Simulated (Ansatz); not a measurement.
HCl4Si2 (SMILES Cl[Si](Cl)[SiH](Cl)Cl), doublet, geometry from GFN2-xTB, atoms displaced at random by about 0.08 Å a coordinate; PBE/STO-3G, gradient in Ansatz (a quantum-chemistry and plane-wave program).

Ansatz was given this input:
Ansatz 0.2 input:
```yaml
crystal:
  periodic: [false, false, false]
  atoms:
    - {symbol: Cl, position_ang: [1.89872115, -1.71551789, -0.62803949]}
    - {symbol: Si, position_ang: [0.90668981, -0.25111611, 0.20724321]}
    - {symbol: Cl, position_ang: [2.12028418, 1.48873800, -0.36296570]}
    - {symbol: Si, position_ang: [-1.06501862, 0.18988485, -0.31325645]}
    - {symbol: Cl, position_ang: [-2.10646890, -1.48165803, 0.57448456]}
    - {symbol: Cl, position_ang: [-1.80724017, 1.55650098, 0.74998961]}
    - {symbol: H, position_ang: [-1.76522805, 0.37738555, -1.66769709]}
basis:
  gaussian:
    orbitals: STO-3G
hamiltonian:
  xc: pbe
magnetization: {spin_polarized: true, initial_magnetization: 1}
output: {forces: true}
```

Question: Write the output that Ansatz gives for this input, abridged.

Answer: 
```
Functional definition: PBE
599 factors; integrals over basis functions are off by at most 1.6e-5 eV
mean field evaluation 1: about -65098.8534 eV, gradient 2.7e1 eV
mean field evaluation 2: about -65076.5809 eV, gradient 5.8e1 eV
mean field evaluation 4: about -65105.6576 eV, gradient 3.6e0 eV
mean field evaluation 8: about -65105.7974 eV, gradient 3.3e-2 eV
mean field -65105.79743632 eV, -2392.5939254901 hartree, gradient 3.4e-5 eV, S^2 0.751130; 0 other end points of the search recorded, 0 dependent functions left out
the calculation of the forces begins
reference -65105.79745954 eV, -2392.5939263436 hartree; 49, 48 occupied and 6, 7 virtual orbitals, 599 factors
Total energy: -65105.79745954 eV, -2392.5939263436 hartree
Atom 0 at     1.898721    -1.715518    -0.628039 Å, force     1.729962    -3.469045    -1.933871 eV/Å
Atom 1 at     0.906690    -0.251116     0.207243 Å, force     3.289338     3.426089     2.674828 eV/Å
Atom 2 at     2.120284     1.488738    -0.362966 Å, force    -0.683820    -0.556260     0.347106 eV/Å
Atom 3 at    -1.065019     0.189885    -0.313256 Å, force    -3.261282    -4.838487    -5.689628 eV/Å
Atom 4 at    -2.106469    -1.481658     0.574485 Å, force     0.272630    -0.472956    -0.432230 eV/Å
Atom 5 at    -1.807240     1.556501     0.749990 Å, force    -2.428261     6.246062     4.203214 eV/Å
Atom 6 at    -1.765228     0.377386    -1.667697 Å, force     1.081432    -0.335402     0.830580 eV/Å
Dipole moment:     0.048305    -0.000247    -0.207976 e Å
```
